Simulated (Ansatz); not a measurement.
Cartesian coordinates in Å:
```
C 0.5623 1.9898 -0.1621
O 1.3369 0.8432 -0.3549
Al 1.0662 -0.8186 -0.2724
Ge -1.1907 -1.6490 0.3225
H 0.5506 2.5926 -1.0759
H 0.9903 2.6015 0.6386
H -0.4763 1.7564 0.1054
H 2.3135 -1.7353 -0.5899
H -1.7577 -2.5865 -0.7636
H -1.1687 -2.4694 1.6290
H -2.2265 -0.5247 0.5231
```

Charge 0, multiplicity 1.

Q: List the r2SCAN/def2-TZVPP orbital energies in eV (Ansatz). (Best estimate.)

A: The calculation gave: Occupied: -10833.77, -1517.21, -1348.92, -1198.96, -1198.96, -1198.96, -515.54, -274.29, -167.07, -116.76, -116.76, -116.73, -110.71, -71.05, -70.86, -70.80, -30.06, -30.05, -29.99, -29.97, -29.97, -26.16, -17.49, -14.09, -12.29, -11.28, -11.22, -9.10, -8.55, -8.49, -7.57, -7.16, -6.54. Lowest empty: -1.87, -0.49, -0.15, 1.03, 1.06, 1.71, 2.19, 2.76.
